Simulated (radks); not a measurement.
Species: Nb+. Configuration: [Ar] 3d10 4s1.5 4p6 4d4 4f0.5 (fractional occupations, a model configuration).

All-electron calculation, scalar-relativistic Kohn-Sham, LDA (Slater exchange, Perdew-Wang correlation), spin-polarised, spherical densities, finite nucleus; open shells are filled with parallel spins first (spin-orbit coupling, left out, can overturn this in heavy ions); Fermi nuclear charge, rms radius 4.324 fm. Program: a radial shooting solver on a logarithmic mesh with Libxc functionals.

Energy parts (hartree):
part                       energy
total                 -3814.14728
kinetic                3925.87800
electron-nucleus      -9176.63911
Hartree                1550.92496
exchange-correlation   -114.31112

Orbitals (lengths in bohr, moments of r in powers of bohr; r(90%) holds 90 % of the orbital's charge):
orbital,occ.,eigenvalue (hartree),r(90%),<1/r>
1s up,1,-690.6575,0.0647,42.35
1s down,1,-690.6533,0.0647,42.35
2s up,1,-97.01467,0.244,9.514
2s down,1,-96.99744,0.244,9.514
2p up,3,-86.74281,0.225,9.268
2p down,3,-86.72880,0.225,9.268
3s up,1,-16.53728,0.657,3.247
3s down,1,-16.52193,0.657,3.248
3p up,3,-13.18014,0.676,3.089
3p down,3,-13.16357,0.675,3.089
3d up,5,-7.67309,0.695,2.854
3d down,5,-7.65224,0.694,2.855
4s up,1,-2.60173,1.68,1.181
4s down,0.5,-2.50283,1.68,1.187
4p up,3,-1.72004,1.92,1.041
4p down,3,-1.61611,1.92,1.046
4d up,4,-0.52239,2.99,0.7061
5s up,0,-0.46146,4.53,0.4145
4d down,0,-0.42194,3.16,0.6885
5s down,0,-0.39887,4.81,0.3910
5p up,0,-0.29694,5.73,0.3325
5p down,0,-0.25385,6.23,0.3042
5d up,0,-0.13003,10.6,0.1779
5d down,0,-0.11468,11.4,0.1642
4f up,0.5,-0.07722,14.3,0.1151
4f down,0,-0.06851,15.4,0.1052
5f up,0,-0.03855,24.3,0.08053
5f down,0,-0.03445,26.5,0.07121

The highest occupied level is 4f up at -2.101 eV. The configuration is held as typed, so some empty levels lie below it. The density falls to 0.001 e/bohr^3 at r = 3.85 bohr. Spin moment in Bohr magnetons: 5. The electron density at the nucleus is 8.363e+04 e/bohr^3 (large components only). The spin density at the nucleus is 56.79 e/bohr^3 (1s 0.22, 2s -0.48, 3s 0.01, 4s 57.05). Summed over all electrons, <r^2> = 89.79 bohr^2, which gives a Langevin (diamagnetic) susceptibility term of -71.1 x 10^-6 cm^3/mol.
